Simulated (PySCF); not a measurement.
Calculation: PySCF 2.14.0 with PBE-D3(BJ)/def2-TZVP // BP86-D3(BJ)/def2-SVP. Gas-phase values, no solvent. 

Reference species: [Cd(F)2] (neutral, multiplicity 1).

```yaml
coordination_number: 2
charge on the central atom (Mulliken): 0.99 e
```

Changed species: [Cd(F)(Br)] (1 of 2 F replaced by Br; the reference has 0 of 2 F replaced by Br).

Task: Give the shifts of the coordination number and charge on the central atom (Mulliken).

Result: the coordination number hardly moves; the charge on the central atom (Mulliken) falls by 0.17 e, to 0.82 e.
